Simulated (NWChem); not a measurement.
System: C$_{3}$H$_{8}$N, doublet; SMILES CC(C)[NH]

Here is an NWChem input.

```
start job
memory heap 200 mb stack 900 mb global 1100 mb
geometry units angstroms noautosym nocenter noautoz
  C      0.593898     1.288866     0.106317
  C     -0.116795    -0.028014    -0.278520
  C      0.715194    -1.260628     0.088882
  N     -1.437340    -0.124201     0.291718
  H      1.598541     1.346000    -0.359030
  H      0.720626     1.346360     1.206747
  H      0.011493     2.174327    -0.221745
  H     -0.236588    -0.005753    -1.397527
  H      1.699227    -1.255280    -0.421503
  H      0.889948    -1.290011     1.184043
  H      0.175684    -2.186326    -0.190760
  H     -1.916330     0.767738     0.042127
end
basis spherical
  C library 6-31g*
  N library 6-31g*
  H library 6-31g*
end
dft
  odft
  mult 2
  xc xpbe96 cpbe96
  iterations 150
end
cosmo
  dielec 78.4
end
task dft energy
```

Output (shortened):

```
             Northwest Computational Chemistry Package (NWChem) 7.3.0
             --------------------------------------------------------

                             Geometry "geometry" -> ""
                             -------------------------

 Output coordinates in angstroms (scale by  1.889725989 to convert to a.u.)

  No.       Tag          Charge          X              Y              Z
 ---- ---------------- ---------- -------------- -------------- --------------
    1 C                    6.0000     0.59389800     1.28886600     0.10631700
    2 C                    6.0000    -0.11679500    -0.02801400    -0.27852000
    3 C                    6.0000     0.71519400    -1.26062800     0.08888200
    4 N                    7.0000    -1.43734000    -0.12420100     0.29171800
    5 H                    1.0000     1.59854100     1.34600000    -0.35903000
    6 H                    1.0000     0.72062600     1.34636000     1.20674700
    7 H                    1.0000     0.01149300     2.17432700    -0.22174500
    8 H                    1.0000    -0.23658800    -0.00575300    -1.39752700
    9 H                    1.0000     1.69922700    -1.25528000    -0.42150300
   10 H                    1.0000     0.88994800    -1.29001100     1.18404300
   11 H                    1.0000     0.17568400    -2.18632600    -0.19076000
   12 H                    1.0000    -1.91633000     0.76773800     0.04212700

 Effective nuclear repulsion energy (a.u.)     125.9175013173

  pbe96 is a nonlocal functional; adding pw91lda local functional.

                                 NWChem DFT Module
                                 -----------------

 Summary of "ao basis" -> "ao basis" (spherical)
 ------------------------------------------------------------------------------
       Tag                 Description            Shells   Functions and Types
 ---------------- ------------------------------  ------  ---------------------
 C                           6-31g*                  6       14   3s2p1d
 N                           6-31g*                  6       14   3s2p1d
 H                           6-31g*                  2        2   2s

 in cosmo_initialize ...

 solvent parameters
 solvname_short: unkn
 solvname_long:  unknown
 dielec:       78.4000

          ---------------
          -cosmo- solvent
          ---------------
 Cosmo: York-Karplus, doi: 10.1021/jp992097l
 dielectric constant -eps-     =  78.40
 screen = (eps-1)/(eps    )    =   0.98724
 surface charge correction     = lagrangian

   van der Waals surface
 --------------------------

 ---------- ATOMIC COORDINATES (A.U.) ------------ VDWR(ANG.) --
     1    1.12230449    2.43560358    0.20091000     2.000
     2   -0.22071055   -0.05293878   -0.52632648     2.000
     3    1.35152069   -2.38224149    0.16796263     2.000
     4   -2.71617875   -0.23470586    0.55126709     1.830
     5    3.02080447    2.54357118   -0.67846832     1.300
     6    1.36178568    2.54425148    2.28042117     1.300
     7    0.02171862    4.10888224   -0.41903729     1.300
     8   -0.44708649   -0.01087159   -2.64094309     1.300
     9    3.21107342   -2.37213524   -0.79652517     1.300
    10    1.68175786   -2.43776731    2.23751683     1.300
    11    0.33199462   -4.13155706   -0.36048413     1.300
    12   -3.62133860    1.45081445    0.07960849     1.300
 number of segments per atom =         32
 number of   points per atom =         32
 atom (   nspa,  nppa )
 ----------------------
    1 (     16,     0 )       0
    2 (      3,     0 )       0
    3 (     17,     0 )       0
    4 (     16,     0 )       0
    5 (     16,     0 )       0
    6 (     16,     0 )       0
    7 (     15,     0 )       0
    8 (     16,     0 )       0
    9 (     16,     0 )       0
   10 (     16,     0 )       0
   11 (     15,     0 )       0
   12 (     16,     0 )       0
 number of -cosmo- surface points =      178
 molecular surface =    112.488 angstrom**2
 molecular volume  =     89.999 angstrom**3
 G(cav/disp)       =      1.422 kcal/mol
 -lineq- algorithm             =   0
 -bem- low  level              =   2
 -bem- from -octahedral-
 gaussian surface charge width =   4.50000
 degree of switching           =   1.00000
 switching function tolerance  =   0.00010
 atomic radii =
 --------------
    1  6.000  2.000
    2  6.000  2.000
    3  6.000  2.000
    4  7.000  1.830
    5  1.000  1.300
    6  1.000  1.300
    7  1.000  1.300
    8  1.000  1.300
    9  1.000  1.300
   10  1.000  1.300
   11  1.000  1.300
   12  1.000  1.300
 ...... end of -cosmo- initialization ......

            General Information
            -------------------
          SCF calculation type: DFT
          Wavefunction type:  spin polarized.
          No. of atoms     :    12
          No. of electrons :    33
           Alpha electrons :    17
            Beta electrons :    16
          Charge           :     0
          Spin multiplicity:     2
          Use of symmetry is: off; symmetry adaption is: off
          Maximum number of iterations: 150
          AO basis - number of functions:    72
                     number of shells:    40
          Convergence on energy requested:  1.00D-06
          Convergence on density requested:  1.00D-05
          Convergence on gradient requested:  5.00D-04

              XC Information
              --------------
          PerdewBurkeErnzerhof Exchange Functional  1.000
            Perdew 1991 LDA Correlation Functional  1.000 local
           PerdewBurkeErnz. Correlation Functional  1.000 non-local

             Grid Information
             ----------------
          Grid used for XC integration:  medium
          Radial quadrature: Mura-Knowles
          Angular quadrature: Lebedev.
          Tag              B.-S. Rad. Rad. Pts. Rad. Cut. Ang. Pts.
          ---              ---------- --------- --------- ---------
          C                   0.70       49          10.0       434
          N                   0.65       49           9.0       434
          H                   0.35       45          11.0       434
          Grid pruning is: on
          Number of quadrature shells:   556
          Spatial weights used:  Erf1

      Superposition of Atomic Density Guess
      -------------------------------------

 Sum of atomic energies:        -171.26036100

      Non-variational initial energy
      ------------------------------

 Total energy =    -173.531487
 1-e energy   =    -478.632423
 2-e energy   =     179.183434
 HOMO         =      -0.225573
 LUMO         =       0.129855

[...]

                                   COSMO solvation results
                                   -----------------------

                 gas phase energy =      -173.572961105606
                 sol phase energy =      -173.579819167866
 (electrostatic) solvation energy =         0.006858062259 (    4.30 kcal/mol)

                    DFT Final Alpha Molecular Orbital Analysis
                    ------------------------------------------

 Vector   15  Occ=1.000000D+00  E=-3.004420D-01
              MO Center=  2.4D-01,  5.9D-02, -4.3D-02, r^2= 3.3D+00
   Bfn.  Coefficient  Atom+Function         Bfn.  Coefficient  Atom+Function
  ----- ------------  ---------------      ----- ------------  ---------------
    32      0.314817   3 C  py                4      0.256278   1 C  py
    18     -0.256110   2 C  py               61      0.189292   7 H  s
    62      0.184533   7 H  s                69     -0.165221  11 H  s
    45     -0.164006   4 N  px               36      0.161540   3 C  py
    70     -0.158904  11 H  s                 3     -0.143498   1 C  px

 Vector   16  Occ=1.000000D+00  E=-2.356100D-01
              MO Center= -1.1D+00, -1.5D-01,  2.3D-01, r^2= 2.0D+00
   Bfn.  Coefficient  Atom+Function         Bfn.  Coefficient  Atom+Function
  ----- ------------  ---------------      ----- ------------  ---------------
    46      0.377104   4 N  py               48     -0.323458   4 N  s
    50      0.263922   4 N  py               47     -0.241563   4 N  pz
    51     -0.180709   4 N  pz               45      0.176589   4 N  px
    34      0.172978   3 C  s                18     -0.159183   2 C  py
    49      0.149313   4 N  px               71      0.145294  12 H  s

 Vector   17  Occ=1.000000D+00  E=-2.113646D-01
              MO Center= -1.0D+00,  4.7D-03,  7.2D-02, r^2= 1.8D+00
   Bfn.  Coefficient  Atom+Function         Bfn.  Coefficient  Atom+Function
  ----- ------------  ---------------      ----- ------------  ---------------
    47      0.487105   4 N  pz               51      0.379459   4 N  pz
    46      0.237609   4 N  py               64      0.214585   8 H  s
    45      0.190586   4 N  px               50      0.190107   4 N  py
     6     -0.176926   1 C  s                63      0.169449   8 H  s
    49      0.160348   4 N  px               19     -0.154346   2 C  pz

 Vector   18  Occ=0.000000D+00  E= 6.087590D-02
              MO Center= -1.7D-01,  4.7D-01, -3.4D-01, r^2= 5.5D+00
   Bfn.  Coefficient  Atom+Function         Bfn.  Coefficient  Atom+Function
  ----- ------------  ---------------      ----- ------------  ---------------
     6      0.867788   1 C  s                72     -0.824664  12 H  s
    20      0.773124   2 C  s                34      0.748200   3 C  s
    64     -0.735570   8 H  s                62     -0.644024   7 H  s
    66     -0.612897   9 H  s                58     -0.578251   5 H  s
    48      0.555951   4 N  s                 8      0.448750   1 C  py

 Vector   19  Occ=0.000000D+00  E= 1.062715D-01
              MO Center=  1.4D-01, -1.1D-01,  6.2D-01, r^2= 5.5D+00
   Bfn.  Coefficient  Atom+Function         Bfn.  Coefficient  Atom+Function
  ----- ------------  ---------------      ----- ------------  ---------------
    34      1.220227   3 C  s                68     -1.110978  10 H  s
    60     -0.954600   6 H  s                 6      0.878811   1 C  s
    72      0.730073  12 H  s                48     -0.723759   4 N  s
    70     -0.585108  11 H  s                37      0.441155   3 C  pz
     9      0.403704   1 C  pz               64      0.350454   8 H  s

 Vector   20  Occ=0.000000D+00  E= 1.186899D-01
              MO Center= -4.2D-02, -2.1D-01, -3.0D-01, r^2= 5.4D+00
   Bfn.  Coefficient  Atom+Function         Bfn.  Coefficient  Atom+Function
  ----- ------------  ---------------      ----- ------------  ---------------
    70      1.047466  11 H  s                64      0.992326   8 H  s
    72     -0.613395  12 H  s                60     -0.569766   6 H  s
    20     -0.543715   2 C  s                62      0.537895   7 H  s
    23      0.509789   2 C  pz               35      0.505911   3 C  px
    58     -0.496073   5 H  s                 7      0.466760   1 C  px

                     DFT Final Beta Molecular Orbital Analysis
                     -----------------------------------------

 Vector   14  Occ=1.000000D+00  E=-3.004480D-01
              MO Center=  1.9D-01,  2.3D-01,  3.8D-02, r^2= 3.0D+00
   Bfn.  Coefficient  Atom+Function         Bfn.  Coefficient  Atom+Function
  ----- ------------  ---------------      ----- ------------  ---------------
    17      0.224883   2 C  px               32      0.203869   3 C  py
     3     -0.175075   1 C  px               61      0.173583   7 H  s
    19      0.168842   2 C  pz               33     -0.163254   3 C  pz
     5     -0.160130   1 C  pz               62      0.158164   7 H  s
    18     -0.150614   2 C  py               47      0.139982   4 N  pz

 Vector   15  Occ=1.000000D+00  E=-2.967598D-01
              MO Center=  3.0D-01, -2.4D-01,  3.4D-05, r^2= 3.1D+00
   Bfn.  Coefficient  Atom+Function         Bfn.  Coefficient  Atom+Function
  ----- ------------  ---------------      ----- ------------  ---------------
     4      0.241001   1 C  py               32      0.240154   3 C  py
    18     -0.228662   2 C  py               19     -0.187699   2 C  pz
    69     -0.178775  11 H  s                33      0.172675   3 C  pz
    70     -0.168348  11 H  s                 5      0.144698   1 C  pz
    67      0.136891  10 H  s                68      0.135072  10 H  s

 Vector   16  Occ=1.000000D+00  E=-2.190922D-01
              MO Center= -1.1D+00, -1.8D-01,  2.6D-01, r^2= 1.9D+00
   Bfn.  Coefficient  Atom+Function         Bfn.  Coefficient  Atom+Function
  ----- ------------  ---------------      ----- ------------  ---------------
    46      0.375436   4 N  py               48     -0.347858   4 N  s
    50      0.269549   4 N  py               47     -0.247594   4 N  pz
    51     -0.191710   4 N  pz               34      0.179075   3 C  s
    45      0.178207   4 N  px               49      0.158980   4 N  px
    44     -0.152743   4 N  s                71      0.145253  12 H  s

 Vector   17  Occ=0.000000D+00  E=-1.258968D-01
              MO Center= -1.2D+00, -4.0D-02,  1.6D-01, r^2= 1.6D+00
   Bfn.  Coefficient  Atom+Function         Bfn.  Coefficient  Atom+Function
  ----- ------------  ---------------      ----- ------------  ---------------
    47      0.480674   4 N  pz               51      0.425958   4 N  pz
     6     -0.253567   1 C  s                46      0.234716   4 N  py
    64      0.226844   8 H  s                50      0.216661   4 N  py
    49      0.191022   4 N  px               45      0.187235   4 N  px
    58      0.145434   5 H  s                63      0.135137   8 H  s

 Vector   18  Occ=0.000000D+00  E= 6.472134D-02
              MO Center= -6.4D-02,  4.3D-01, -3.1D-01, r^2= 5.6D+00
   Bfn.  Coefficient  Atom+Function         Bfn.  Coefficient  Atom+Function
  ----- ------------  ---------------      ----- ------------  ---------------
     6      0.904760   1 C  s                34      0.818605   3 C  s
    20      0.783959   2 C  s                72     -0.771700  12 H  s
    64     -0.701792   8 H  s                62     -0.684207   7 H  s
    66     -0.638754   9 H  s                58     -0.584508   5 H  s
    48      0.520806   4 N  s                70     -0.480040  11 H  s

 Vector   19  Occ=0.000000D+00  E= 1.095840D-01
              MO Center=  2.0D-01, -1.3D-01,  6.3D-01, r^2= 5.3D+00
   Bfn.  Coefficient  Atom+Function         Bfn.  Coefficient  Atom+Function
  ----- ------------  ---------------      ----- ------------  ---------------
    34      1.199139   3 C  s                68     -1.166826  10 H  s
    60     -0.974461   6 H  s                 6      0.789682   1 C  s
    72      0.681710  12 H  s                48     -0.660126   4 N  s
    70     -0.512204  11 H  s                64      0.502853   8 H  s
    37      0.475807   3 C  pz                9      0.435789   1 C  pz

   alpha - beta orbital overlaps
   -----------------------------

   alpha      1      2      3      4      5      6      7      8      9     10
    beta      1      2      3      4      5      6      7      8      9     10
 overlap   1.000  1.000  1.000  1.000  0.992  0.991  0.999  0.998  0.997  0.991

   alpha     11     12     13     14     15     16     17     18     19     20
    beta     11     12     13     14     15     16     17     18     19     20
 overlap   0.991  0.998  0.995  0.788  0.796  0.997  0.977  0.998  0.993  0.890

   alpha     21     22     23     24     25     26     27     28     29     30
    beta     21     22     23     24     25     26     27     28     29     30
 overlap   0.881  0.976  0.992  0.997  0.996  0.994  0.970  0.974  0.999  0.996

   alpha     31     32     33     34     35     36     37     38     39     40
    beta     31     32     33     34     35     36     37     38     39     40
 overlap   0.933  0.809  0.876  0.984  0.986  0.962  0.993  0.927  0.829  0.917

   alpha     41     42     43     44     45     46     47     48     49     50
    beta     41     42     43     44     45     46     47     48     49     50
 overlap   0.949  0.955  0.937  0.942  0.972  0.977  0.915  0.898  0.998  0.993

[...]
```

Level: PBE/6-31G* (spherical d), spin-unrestricted, COSMO on the gas-phase geometry. The geometry was optimised at PBE-D3(BJ)/def2-SVP, spin-unrestricted. Not confirmed as a minimum by frequencies. No stability test was run on the SCF state. COSMO prints the solvation energy as gas minus solution, so a positive value is a stabilisation.
